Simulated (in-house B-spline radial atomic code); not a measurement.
The numbers below are computed, except where a source is named.
Making a Troullier-Martins s channel for Ru, r_c = 0.82 bohr

Ru, [Kr] 4d7 5s1, non-relativistic PBE, spherical and spin-unpolarised, from an all-electron radial atomic-structure program (B-spline basis) (atomic units). The all-electron 4s level is ε = -2.627441 hartree, its outermost node lies just inside 0.51 bohr and its outer maximum at 0.94 bohr.

Inside r_c the pseudo-orbital is u(r) = r^1 exp(p(r)), with p = c0 + c2 r² + c4 r⁴ + … + c12 r¹². The seven coefficients follow from p and its first four derivatives at r_c, from zero curvature of the screened potential at the origin, c4 = −c2²/(2l + 5), and from the norm inside r_c. At r_c the all-electron orbital has P = 1.075427, P' = 1.169014, the screened potential V = -8.109261, V' = 20.97484, V'' = -63.49631, and the norm inside is Q = 0.2445897.

**Question.** What are p, p' and p'' at r_c?

**Answer.** p = ln(P/r_c^1) = ln(1.075427/0.82) = 0.27117. p' = P'/P − 1/r_c = 1.08702 − 1.21951 = -0.13249. The radial equation gives p'' = 2(V − ε) − 2(1) p'/r_c − p'² = -10.96364 − (-0.32315) − 0.01755 = -10.65805. Differentiating, p''' = 2V' + 2(1)p'/r_c² − 2(1)p''/r_c − 2p'p'' = 64.727, and p'''' = 2V'' − 4(1)p'/r_c³ + 4(1)p''/r_c² − 2(1)p'''/r_c − 2p''² − 2p'p''' = -557.34.

For a trial c2 the five matching conditions are linear in c0, c6, c8, c10 and c12, and c2 is varied until the norm inside r_c equals Q. The root nearest zero gives:

```tsv
n	c_n
0	0.340157
2	-2.981695
4	-1.778102
6	58.27014
8	-146.3526
10	142.3817
12	-50.07817
```

**Question.** Check c4 and p(r_c), and find the screened pseudopotential at the origin.

**Answer.** −c2²/5 = -1.7781, as listed. The terms c_n r_c^n are 0.34016, -2.00489, -0.80392, 17.71451, -29.91654, 19.57008, -4.62823, which sum to 0.27117. Inverting the radial equation, V_l(r) = ε + 1 p'/r + (p'' + p'²)/2, so V_l(0) = ε + (2l + 3) c2 = -2.627441 + 3 × (-2.9817) = -11.5725 hartree, finite where the all-electron potential diverges.

Orbitals and screened potentials:

```json
{"r (bohr)": "0.082", "P": "0.355", "u": "0.1129", "V all-electron": "-383.4", "V pseudo": "-11.52"}
{"r (bohr)": "0.205", "P": "-0.2215", "u": "0.2543", "V all-electron": "-104.5", "V pseudo": "-9.837"}
{"r (bohr)": "0.328", "P": "-0.6181", "u": "0.3461", "V all-electron": "-48.0", "V pseudo": "-4.048"}
{"r (bohr)": "0.451", "P": "-0.2152", "u": "0.4273", "V all-electron": "-26.92", "V pseudo": "3.177"}
{"r (bohr)": "0.574", "P": "0.3802", "u": "0.5815", "V all-electron": "-16.88", "V pseudo": "4.888"}
{"r (bohr)": "0.697", "P": "0.8338", "u": "0.8475", "V all-electron": "-11.32", "V pseudo": "-4.127"}
{"r (bohr)": "0.82", "P": "1.075", "u": "1.075", "V all-electron": "-8.109", "V pseudo": "-8.109"}
```

Logarithmic derivatives P'/P at R = 1.12 bohr, for energies E around ε:

```
E − ε (hartree)  all-electron     pseudo
           -0.5     -0.350066  -0.353017
          -0.25      -0.59939    -0.6002
           -0.1     -0.758794  -0.758894
              0      -0.86957  -0.869519
            0.1     -0.984217  -0.984331
           0.25        -1.164   -1.16509
            0.5      -1.48685   -1.49215
```

**Question.** With P(R) = 1.045336 and a norm of 0.6155963 inside R, what slope in energy does norm conservation fix?

**Answer.** d(P'/P)/dE = −2 × (norm inside R)/P(R)² = -1.1267 per hartree·bohr at E = ε, for both atoms, since orbital and norm agree at R. Differences over ±0.1 hartree give -1.1271 (all-electron) and -1.1272 (pseudo), which also hold third-order terms. Half a hartree below ε the two curves differ by -0.0030.
